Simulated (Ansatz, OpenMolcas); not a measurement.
# How methods differ on C3H9BO3 (trimethyl borate)

C3H9BO3 has 16 atoms, charge 0, and is taken as a singlet. SMILES: `COB(OC)OC`. The coordinates come from a PBE0-D4/def2-TZVP relaxation.

```xyz
16

C     0.4957   -0.6467   -2.2626
O    -0.1758    0.1829   -1.3387
B     0.0001    0.0001    0.0000
O     0.8258   -0.9858    0.4503
C     1.0110   -1.1785    1.8364
O    -0.6501    0.8028    0.8884
C    -1.5067    1.8253    0.4262
H     1.5804   -0.5650   -2.1535
H     0.2149   -1.6951   -2.1313
H     0.2111   -0.3226   -3.2640
H     1.4326   -0.2869    2.3079
H     0.0667   -1.4164    2.3334
H     1.7024   -2.0119    1.9638
H    -0.9659    2.5462   -0.1926
H    -2.3307    1.4156   -0.1639
H    -1.9116    2.3361    1.3002
```

Quantity: the energy change with the C1–H10 bond stretched from 1.090 to 2.399 Å, in eV. The values are calculated.

```tsv
level	kind	program	value (eV)	less CCSD(T)/6-31G*	CPU time (all runs)
SVWN5/6-31G* (spherical functions) (restricted)	LDA	Ansatz	4.49	+0.49	17 s
BLYP/6-31G* (spherical functions) (restricted)	GGA	OpenMolcas	4.27	+0.27	3.3 min
TPSS/6-31G* (spherical functions) (restricted)	meta-GGA	OpenMolcas	4.53	+0.53	4.6 min
M06-2X/6-31G* (spherical functions) (restricted)	hybrid meta-GGA	OpenMolcas	5.11	+1.11	4.2 min
wB97M-V/6-31G* (spherical functions) (restricted)	range-separated hybrid	Ansatz	5.06	+1.06	5.2 min
MP2/6-31G* (spherical functions) (restricted)	perturbation theory	OpenMolcas	4.95	+0.95	38 s
CCSD(T)/6-31G* (spherical functions) (restricted)	coupled cluster or CI	Ansatz	4.00	0.00	4.8 min
CCSD/6-31G* (spherical functions) (restricted)	coupled cluster or CI	Ansatz	4.31	+0.31	2.4 min
```

CCSD(T)/6-31G* (spherical functions) (restricted) is the highest level here, not the true value. Its T1 diagnostic reaches 0.022, a sign that one reference may not serve. At this stretch a single reference begins to fail. The first shape isn't each level's own minimum. The values span 4.00 to 5.11 eV. CPU times are rough (shared hosts, several kinds of processor): they show what a rung costs within a factor of a few.
